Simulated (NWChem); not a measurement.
System: CH5AlO2S; SMILES C[O][Al]([OH])[SH]

```xyz
10

Al    -0.5173    -0.0866     0.0081
O     -2.0684    -0.7666    -0.0645
H     -2.8809    -0.2624    -0.1295
O     -0.3052     1.5851    -0.0274
C      0.6629     2.5780    -0.0137
H      0.6146     3.1840    -0.9361
H      0.5062     3.2638     0.8379
H      1.6911     2.1784     0.0672
S      1.1636    -1.4614     0.1475
H      0.3429    -2.5356     0.1285
```
Atoms are numbered in this order, from 1.

Level: PBE0/def2-SVP (NWChem), optimised geometry, unscaled harmonic frequencies. 

Q: List the harmonic frequencies with IR intensities, and the thermochemistry.

A: 
```json
[
 {"frequency (cm⁻¹)": "43", "IR intensity (km/mol)": "0.5"},
 {"frequency (cm⁻¹)": "69", "IR intensity (km/mol)": "6.0"},
 {"frequency (cm⁻¹)": "84", "IR intensity (km/mol)": "6.3"},
 {"frequency (cm⁻¹)": "178", "IR intensity (km/mol)": "2.9"},
 {"frequency (cm⁻¹)": "225", "IR intensity (km/mol)": "16.3"},
 {"frequency (cm⁻¹)": "231", "IR intensity (km/mol)": "35.0"},
 {"frequency (cm⁻¹)": "248", "IR intensity (km/mol)": "38.2"},
 {"frequency (cm⁻¹)": "326", "IR intensity (km/mol)": "156.8"},
 {"frequency (cm⁻¹)": "453", "IR intensity (km/mol)": "18.2"},
 {"frequency (cm⁻¹)": "570", "IR intensity (km/mol)": "161.5"},
 {"frequency (cm⁻¹)": "638", "IR intensity (km/mol)": "13.8"},
 {"frequency (cm⁻¹)": "738", "IR intensity (km/mol)": "178.5"},
 {"frequency (cm⁻¹)": "919", "IR intensity (km/mol)": "91.0"},
 {"frequency (cm⁻¹)": "1188", "IR intensity (km/mol)": "14.4"},
 {"frequency (cm⁻¹)": "1191", "IR intensity (km/mol)": "0.2"},
 {"frequency (cm⁻¹)": "1287", "IR intensity (km/mol)": "378.8"},
 {"frequency (cm⁻¹)": "1474", "IR intensity (km/mol)": "1.7"},
 {"frequency (cm⁻¹)": "1480", "IR intensity (km/mol)": "1.7"},
 {"frequency (cm⁻¹)": "1488", "IR intensity (km/mol)": "15.5"},
 {"frequency (cm⁻¹)": "2717", "IR intensity (km/mol)": "1.2"},
 {"frequency (cm⁻¹)": "3007", "IR intensity (km/mol)": "94.0"},
 {"frequency (cm⁻¹)": "3088", "IR intensity (km/mol)": "45.0"},
 {"frequency (cm⁻¹)": "3098", "IR intensity (km/mol)": "37.8"},
 {"frequency (cm⁻¹)": "3985", "IR intensity (km/mol)": "112.7"}
]
```

The zero-point energy is 41.0 kcal/mol and the thermal correction to the enthalpy at 298.15 K (with zero-point energy) comes out as 47.0 kcal/mol. The heat capacity Cv is 26.2 cal/(mol K) and the entropy at 298.15 K and 1 atm (symmetry number 1) is 92.2 cal/(mol K). The dipole moment comes out as 1.54 D.

Rigid rotor and harmonic oscillator; modes under 100 cm⁻¹ make the entropy uncertain.
